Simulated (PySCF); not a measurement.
Two species compared at the same levels of theory.

First species: C₅H₇NO₃.
Structure used (GFN2-xTB), in Å, numbered top down from 1:
```xyz
16
C5H7NO3 angstrom
C      3.457   -0.071    0.141
C      2.235    0.309    0.462
O      1.140   -0.453    0.116
C     -0.076   -0.035    0.479
O     -0.289    0.977    1.103
C     -1.147   -0.974   -0.005
C     -2.156   -0.236   -0.905
N     -2.693    0.848   -0.315
O     -2.451   -0.638   -2.003
H      3.638   -0.981   -0.401
H      4.304    0.529    0.416
H      2.000    1.216    1.004
H     -0.711   -1.804   -0.558
H     -1.700   -1.350    0.858
H     -3.300    1.438   -0.861
H     -2.258    1.234    0.510
```

Second species: 1,1-dimethylbutylamine, C6H15N.
Numbering: `[CH3:1][CH2:2][CH2:3][C:4]([CH3:5])([CH3:6])[NH2:7]` (hydrogens: H8, H9, H10 on C1; H11, H12 on C2; H13, H14 on C3; H15, H16, H17 on C5; H18, H19, H20 on C6; H21, H22 on N7)

Structure used (GFN2-xTB), in Å, numbered top down from 1:
```xyz
22
C6H15N angstrom
C      2.939    0.025   -0.049
C      1.511   -0.467    0.152
C      0.500    0.657   -0.059
C     -0.964    0.185   -0.086
C     -1.362   -0.473    1.237
C     -1.869    1.406   -0.337
N     -1.096   -0.819   -1.138
H      3.648   -0.786    0.101
H      3.072    0.415   -1.057
H      3.173    0.821    0.656
H      1.410   -0.869    1.161
H      1.292   -1.269   -0.554
H      0.718    1.142   -1.015
H      0.617    1.408    0.725
H     -2.434   -0.657    1.257
H     -1.106    0.170    2.075
H     -0.851   -1.424    1.346
H     -1.591    1.905   -1.264
H     -2.911    1.097   -0.412
H     -1.782    2.121    0.477
H     -0.873   -0.413   -2.041
H     -2.050   -1.161   -1.176
```

Levels: PBE0/def2-SVPD for HOMO energy, LUMO energy, HOMO–LUMO gap and static isotropic polarisability; TDDFT PBE0/def2-SVPD for lowest singlet excitation; TDA PBE0/def2-SVPD for lowest triplet excitation (Tamm–Dancoff). Geometries: GFN2-xTB. Each species is one conformer at its optimised geometry, gas phase, non-relativistic unless stated. Electronic properties by PySCF.

The conformers computed, where there is a choice (atom-mapped SMILES and torsion angles):
- `[CH3:1][CH2:2][CH2:3][C:4]([CH3:5])([CH3:6])[NH2:7]`: C1–C2–C3–C4 171°, C2–C3–C4–C5 61°, H–N7–C4–C3 -62°, H–N7–C4–C3 179°

The conformers of `C=COC(=O)CC(N)=O` aren't listed.

| property | column X | column Y |
| --- | --- | --- |
| HOMO energy | -6.78 eV | -7.66 eV |
| LUMO energy | 0.58 eV | -1.09 eV |
| HOMO–LUMO gap | 7.36 eV | 6.57 eV |
| lowest singlet excitation | 6.14 eV | 5.40 eV |
| lowest triplet excitation (Tamm–Dancoff) | 5.91 eV | 4.18 eV |
| static isotropic polarisability | 83.6 au | 81.6 au |

(1) Which column belongs to which species?

(2) How does each property change from the first species to the second?

Results:

(1) Column X is the second species and column Y the first. The first has 16 atoms and 68 electrons, the second 22 and 58.

(2) HOMO energy +0.88 eV; LUMO energy +1.67 eV; HOMO–LUMO gap +0.79 eV; lowest singlet excitation +0.74 eV; lowest triplet excitation (Tamm–Dancoff) +1.73 eV; static isotropic polarisability +2.0 au.

On the first: S1 lies 1.17 eV below the HOMO–LUMO gap; its leading configuration is HOMO→LUMO, weight 0.68. No computed singlet falls in the visible range (750 to 380 nm, 1.65 to 3.26 eV); S1 lies 2.14 eV above its blue end.

On the second: The principal polarisabilities are 77.4, 79.8 and 93.8 au; their mean is the isotropic value. S1 lies 1.22 eV below the HOMO–LUMO gap; its leading configuration is HOMO→LUMO, weight 0.93.
